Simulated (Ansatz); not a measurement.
A nudged elastic band was laid between two geometries of ClGe2H5 + H3N (12 atoms, charge 0, multiplicity 1).

Method: RHF/def2-mTZVP in Ansatz.

```
movable images  : 3
climbing image  : yes
spring          : 5.0 eV/Å²
optimiser       : quadratic models (default)
start path      : through a guess of the saddle point
force threshold : 0.05 eV/Å
iteration limit : 60
end points      : relaxed
```

First end point:

```xyz
12
Properties=species:S:1:pos:R:3
Ge 0.503 -0.205 -0.200
H 0.645 0.038 1.303
H 1.902 -0.318 -0.823
Cl -0.301 1.657 -1.041
Ge -0.965 -2.070 -0.806
H -1.275 -2.919 0.431
H -2.255 -1.553 -1.445
H -0.234 -2.963 -1.828
N -2.601 0.094 1.288
H -2.853 0.837 0.663
H -3.439 -0.410 1.508
H -2.285 0.522 2.137
```

Last end point:

```xyz
12
Properties=species:S:1:pos:R:3
Ge -0.816 -0.187 -0.502
H 0.350 0.768 4.127
H 0.465 0.037 0.302
Cl -0.604 1.147 -2.244
Ge -1.157 -2.443 -1.391
H -1.157 -3.457 -0.238
H -2.508 -2.495 -2.117
H -0.028 -2.781 -2.372
N -2.216 0.315 0.544
H -3.132 0.249 0.148
H -2.130 1.187 1.024
H -0.226 0.372 3.906
```

Q: Which bonds break or form, and what moves?

A: Bonds broken: Ge1–H2, N9–H12. Bonds formed: Ge1–N9, H2–H12. ClGe2H5 + H3N becomes ClGe2H6N + H2.

Q: Give the energies along the band, and the barrier.

A: The run converged. The highest image is number 2 of 0 to 4, 2.63 eV above the first end and 2.25 eV above the last; the last end lies 0.37 eV above the first. Neighbouring images differ by up to 2.5 eV, so the band resolves the path poorly. Another band between the same ends (7 images) ends at a top of the same energy, where a vibrational analysis finds 1 clearly imaginary mode. So few images can step over the top or miss a turn of the path. The orbitals stay closed-shell, which can raise the energy where a bond breaks towards radicals; this wasn't checked here.

```tsv
image	path coordinate (Å)	energy (eV)	Ge1–H2 (Å)	N9–H12 (Å)	Ge1–N9 (Å)
0	0.00	0.00	1.53	1.00	3.46
1	3.62	0.14	1.53	1.00	4.38
2	7.23	2.63	2.44	1.16	1.93
3	10.21	0.37	4.35	3.19	1.82
4	13.19	0.37	4.87	3.91	1.82
```

Q: What is the geometry of the highest image?

A: 
```xyz
12
Properties=species:S:1:pos:R:3:forces:R:3
Ge -0.459 -0.023 -0.096 -0.01 -0.01 0.01
H -1.003 -1.171 1.985 0.00 0.00 0.00
H 0.816 0.420 0.601 0.01 0.00 0.00
Cl -0.610 1.350 -1.831 0.00 0.01 -0.01
Ge -0.853 -2.300 -0.885 -0.01 0.00 0.00
H 0.031 -3.262 -0.099 0.01 0.00 0.00
H -2.340 -2.596 -0.677 0.01 0.00 0.00
H -0.520 -2.365 -2.382 0.00 0.00 -0.01
N -1.918 0.664 0.966 -0.04 -0.02 -0.02
H -2.832 0.597 0.556 0.01 0.02 -0.01
H -1.791 1.588 1.337 0.02 -0.01 0.01
H -1.680 -0.191 1.712 0.02 0.01 0.01
```

Run time: 3.6 min on 4 threads of Arm Neoverse V2 (shared host), peak memory 0.41 GiB.
